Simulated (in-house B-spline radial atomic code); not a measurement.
# Ionising Nb VI (Nb5+) with different functionals

Computed with a radial B-spline atomic code at the basis-set limit: non-relativistic Hamiltonian, point nucleus, spin-polarised at highest spin, spherical fractional occupations for the functionals, and exact exchange of hybrids averaged over the configuration. The ionisation energy is the difference of two self-consistent energies, [Ar] 3d10 4s2 4p6 → [Ar] 3d10 4s2 4p5, without Breit or QED terms; ε is the level of the shell that loses the electron (its least bound occupied spin orbital). There is no spin-orbit coupling in this Hamiltonian.

```json
{"method": "PBE0", "rung": "global hybrid", "ΔSCF (eV)": "102.18", "-ε(4p) (eV)": "96.04"}
{"method": "B3LYP", "rung": "global hybrid", "ΔSCF (eV)": "102.14", "-ε(4p) (eV)": "95.52"}
{"method": "TPSSh", "rung": "global hybrid", "ΔSCF (eV)": "102.29", "-ε(4p) (eV)": "94.83"}
{"method": "M06-2X", "rung": "global hybrid", "ΔSCF (eV)": "101.96", "-ε(4p) (eV)": "98.20"}
{"method": "BHandHLYP", "rung": "global hybrid", "ΔSCF (eV)": "102.11", "-ε(4p) (eV)": "98.24"}
{"method": "r2SCAN0", "rung": "global hybrid", "ΔSCF (eV)": "102.60", "-ε(4p) (eV)": "96.55"}
{"method": "B97-1", "rung": "global hybrid", "ΔSCF (eV)": "102.13", "-ε(4p) (eV)": "95.62"}
{"method": "HSE06", "rung": "range-separated hybrid", "ΔSCF (eV)": "102.13", "-ε(4p) (eV)": "95.57"}
{"method": "wB97X", "rung": "range-separated hybrid", "ΔSCF (eV)": "101.95", "-ε(4p) (eV)": "98.53"}
{"method": "CAM-B3LYP", "rung": "range-separated hybrid", "ΔSCF (eV)": "102.10", "-ε(4p) (eV)": "97.47"}
{"method": "LC-wPBE", "rung": "range-separated hybrid", "ΔSCF (eV)": "102.12", "-ε(4p) (eV)": "98.91"}
```

Task: Among the functionals, which spreads more, the ΔSCF values or the orbital energies?

Result: The orbital energies: ΔSCF values span about 0.65 eV and the orbital energies 4.09 eV; here energy differences depend much less on the functional than eigenvalues do.

Task: How do they compare with the NIST value?

Result: NIST lists 102.07 eV ± 0.006 (semi-empirical, ground level to ground level). Errors run from -0.11 to +0.53 eV; CAM-B3LYP is closest (+0.03 eV), but part of that can be cancellation, since the calculations leave out relativity, Breit-QED terms, multiplet and fine-structure energies.
